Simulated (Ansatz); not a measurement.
## Molecular dynamics of C3H10BClSi

The input (input.yaml):

```yaml
crystal:
  periodic: [false, false, false]
  atoms:
    - { symbol: C, position_ang: [-1.419937, -0.982219, 1.747342] }
    - { symbol: B, position_ang: [-0.230763, -0.028614, 1.367133] }
    - { symbol: C, position_ang: [1.007013, -0.50715, 0.564988] }
    - { symbol: Si, position_ang: [0.656223, -0.275227, -1.271738] }
    - { symbol: C, position_ang: [0.337056, 1.54845, -1.612671] }
    - { symbol: Cl, position_ang: [0.105125, 1.852692, -3.41278] }
    - { symbol: H, position_ang: [-1.332709, -1.995202, 1.341413] }
    - { symbol: H, position_ang: [-1.474442, -1.060589, 2.843282] }
    - { symbol: H, position_ang: [-2.381911, -0.557983, 1.430035] }
    - { symbol: H, position_ang: [-0.313916, 1.104817, 1.663191] }
    - { symbol: H, position_ang: [1.910154, 0.066759, 0.797178] }
    - { symbol: H, position_ang: [1.218298, -1.571813, 0.712449] }
    - { symbol: H, position_ang: [1.798816, -0.693582, -2.039982] }
    - { symbol: H, position_ang: [-0.503639, -1.027178, -1.669193] }
    - { symbol: H, position_ang: [-0.572845, 1.917632, -1.118825] }
    - { symbol: H, position_ang: [1.174579, 2.186604, -1.297522] }
basis:
  gaussian: { orbitals: STO-3G }
hamiltonian:
  xc: cam_b3lyp
  dispersion: d4
md:
  timestep: 0.5
  n_steps: 150
  ensemble: nvt_langevin
  temperature: 300.0
  initial_velocities: maxwell_boltzmann
  seed: 109853
  friction: 0.005
scf:
  lower_state_search: "off"
```

Command:

```bash
$ ansatz run input.yaml --threads 1 --pin off --max-ram 2048MiB --backend cpu --events-out ev --progress --plain --runs-dir out
```

It starts from a relaxed structure.

Output, in part (step lines, the closing report, with atoms numbered from 0):

```
md step     0: t =     0.00 fs  T =   281.3 K  F+E_penalty+E_count = -24073.99909243 eV  E_kin = 0.581670 eV  (14 SCF iters)
[... lines left out ...]
Total energy: -24073.55898880 eV, -884.6869751940 hartree
Atom 0 at    -1.225534    -1.078486     2.000005 Å, force    -0.214647    -0.547503     0.077150 eV/Å
Atom 1 at    -0.095642    -0.185431     1.335348 Å, force    -0.491529    -1.013065     0.461422 eV/Å
Atom 2 at     1.114672    -0.676442     0.501804 Å, force    -0.073730     0.674804     0.423768 eV/Å
Atom 3 at     0.745930    -0.138124    -1.287391 Å, force     2.054779    -0.869739     0.586162 eV/Å
Atom 4 at     0.692591     1.716749    -1.623782 Å, force    -0.231649     0.210596    -0.681726 eV/Å
Atom 5 at    -0.074887     2.003378    -3.326366 Å, force     0.789371    -0.150478     0.911316 eV/Å
Atom 6 at    -1.305976    -2.089717     1.540521 Å, force    -0.181938     0.680619     0.091291 eV/Å
Atom 7 at    -0.944075    -1.293203     3.064299 Å, force    -0.202877     0.479594    -0.647194 eV/Å
Atom 8 at    -2.227587    -0.565984     2.003494 Å, force     0.987349    -0.634037     0.051066 eV/Å
Atom 9 at    -0.208926     0.946492     1.489385 Å, force     0.055362     0.936030     0.047477 eV/Å
Atom 10 at     1.990297    -0.127971     0.873243 Å, force     0.169691    -0.047642    -0.309555 eV/Å
Atom 11 at     1.337835    -1.753933     0.556502 Å, force    -0.249484     0.311806    -0.255447 eV/Å
Atom 12 at     1.721455    -0.936951    -2.049324 Å, force    -0.582341     0.912265    -0.072967 eV/Å
Atom 13 at    -0.539876    -0.554835    -1.549750 Å, force    -1.673496    -0.677999    -0.592150 eV/Å
Atom 14 at    -0.000888     2.247896    -0.968652 Å, force    -0.267704    -0.137318     0.403263 eV/Å
Atom 15 at     1.643563     2.263590    -1.540918 Å, force     0.112841    -0.127934    -0.493877 eV/Å
Dipole moment:     0.296204    -0.153321     0.387221 e Å
```

The steps, from the saved trajectory:

```tsv
time (fs)	T (K)	potential energy less start (eV)
0.0	281	0.000
2.5	192	0.218
5.0	188	0.259
7.5	121	0.403
10.0	165	0.345
12.5	220	0.233
15.0	194	0.319
17.5	199	0.309
20.0	171	0.392
22.5	132	0.459
25.0	195	0.343
27.5	154	0.428
30.0	238	0.282
32.5	180	0.421
35.0	211	0.399
37.5	202	0.422
40.0	199	0.442
42.5	262	0.308
45.0	242	0.374
47.5	279	0.249
50.0	241	0.280
52.5	205	0.337
55.0	242	0.329
57.5	172	0.438
60.0	235	0.297
62.5	223	0.328
65.0	228	0.337
67.5	198	0.381
70.0	161	0.459
72.5	195	0.402
75.0	176	0.440
```

All steps were run. The mean temperature of the second half is 27 % below the set value. A run of 0.075 ps of so small a system gives no equilibrium averages. Limits of this set-up: minimal basis.

The same pairs are bonded in the first frame and the last. Pairs count as bonded within 1.25 times the sum of covalent radii (0.12 Å more for H–H).

Last frame:

```xyz
16
Properties=species:S:1:pos:R:3
C -1.226 -1.079 2.000
B -0.096 -0.185 1.335
C 1.115 -0.676 0.502
Si 0.746 -0.138 -1.287
C 0.693 1.717 -1.624
Cl -0.075 2.003 -3.326
H -1.306 -2.090 1.540
H -0.944 -1.293 3.064
H -2.228 -0.566 2.003
H -0.209 0.947 1.489
H 1.990 -0.128 0.873
H 1.338 -1.754 0.556
H 1.722 -0.937 -2.049
H -0.540 -0.555 -1.550
H -0.001 2.248 -0.969
H 1.644 2.264 -1.541
```

Time of the run: 14 min on 1 thread of Arm Neoverse N1, on a shared host, peak memory 0.12 GiB.
